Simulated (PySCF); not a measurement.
**How methods differ on the excitation energy of Mn⁺**

Mn⁺ [Ar] 3d5 4s1 (7S) → Mn⁺ [Ar] 3d6 (5D), as a difference of total energies. All numbers are calculated (PySCF 2.14, no relativity, point nucleus, in aug-cc-pVDZ). Correlated levels: valence: [Ar] frozen. The calculations carry no spin-orbit coupling.

**Question.** Order these methods by the excitation energy they give, lowest first.
A. CCSD(T) (valence)
B. CCSD (valence)
C. SCS-MP2 (valence)
D. MP2 (valence)

**Answer.** C (1.692 eV), D (2.001 eV), A (2.045 eV), B (2.093 eV).

These non-relativistic numbers lack the scalar-relativistic shift.

Errors of the correlated levels include the incompleteness of this basis and the frozen core.

For comparison: 1.808 eV (measured; NIST levels, between the centres of gravity of the two terms).
